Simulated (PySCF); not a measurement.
# Two-component Hartree-Fock for Re (rhenium, neutral)

Start: [Xe] 4f14 5d5 6s2; 5d3/2 filled at m_j = -3/2, -1/2, +1/2, +3/2; 5d5/2 filled at m_j = +5/2. Calculated with PySCF 2.14 in x2c-SVPall-2c with one added diffuse shell each of s, d type (8s9p10d2f, 99 functions): generalised Hartree-Fock with the X2C-1e Hamiltonian and a Gaussian nucleus; one run each with spin-orbit coupling (SO) switched off, then screened by Boettger's factors.

| spinor shell | electrons | ε, spin-free (eV) | ε, screened SO (eV) | weight of nominal j (screened SO) | rms radius, screened SO (bohr) |
| --- | --- | --- | --- | --- | --- |
| 1s1/2 | 2 | -72063.6 | -72040.8 | 1.000 | 0.0204 |
| 2s1/2 | 2 | -12638.2 | -12631.1 | 1.000 | 0.0824 |
| 2p1/2 | 2 | -11034.9 | -12065.2 | 1.000 | 0.0700 |
| 2p3/2 | 4 | -11034.9 | -10619.5 | 1.000 | 0.0775 |
| 3s1/2 | 2 | -2989.6 | -2987.2 | 1.000 | 0.210 |
| 3p1/2 | 2 | -2508.7 | -2735.1 | 1.000 | 0.202 |
| 3p3/2 | 4 | -2508.7 | -2415.7 | 1.000 | 0.217 |
| 3d3/2 | 4 | -1956.6 | -1996.1 | 1.000 | 0.192 |
| 3d5/2 | 6 | -1956.6 | -1927.9 | 1.000 | 0.196 |
| 4s1/2 | 2 | -657.25 | -656.50 | 1.000 | 0.468 |
| 4p1/2 | 2 | -496.65 | -549.90 | 1.000 | 0.476 |
| 4p3/2 | 4 | -496.65 | -474.59 | 1.000 | 0.509 |
| 4d3/2 | 4 | -291.02 | -299.10 | 0.999 | 0.532 |
| 4d5/2 | 6 | -291.02 | -284.89 | 0.999 | 0.543 |
| 5s1/2 | 2 | -100.88 | -100.75 | 1.000 | 1.12 |
| 5p1/2 | 2 | -57.463 | -66.700 | 0.914 | 1.28 |
| 4f5/2 | 6 | -60.283 | -61.439 | 0.981 | 0.638 |
| 4f7/2 | 8 | -60.283 | -58.818 | 0.986 | 0.638 |
| 5p3/2 | 4 | -57.463 | -53.372 | 0.957 | 1.31 |
| 5d3/2 | 4 | -12.101 | -12.200 | 0.610 | 1.99 |
| 5d5/2 | 1 | -12.101 | -11.535 | 1.000 | 2.05 |
| 6s1/2 | 2 | -7.549 | -7.542 | 1.000 | 3.61 |

| quantity | spin-free | screened SO |
| --- | --- | --- |
| E (hartree) | -16679.14836 | -16699.72835 |
| M_J | 5/2 | 5/2 |
| ⟨J²⟩ | 8.802 | 8.801 |
| ⟨L²⟩ | 0.000 | 0.236 |
| ⟨S²⟩ | 8.802 | 8.602 |

Each row is a mean over spinors that exchange with the open shell spreads, by up to 8.112 eV (5p3/2).

Rows whose weight is well below 1 are mixtures of j = l ± 1/2: exchange outweighs spin-orbit coupling there, and the label is only the starting occupation.

⟨J²⟩ departs a little from M_J(M_J + 1) because the unrestricted spinors polarise the closed shells.

Breit and QED terms are absent; they matter most for the inner s and p1/2 levels.

Densities and radii are taken from the X2C orbitals without a picture-change correction, which distorts them close to the nucleus.

Without spin-orbit coupling the j labels of p, d and f shells carry no meaning; the spin-free column gives the mean over the occupied spinors of each nl shell.
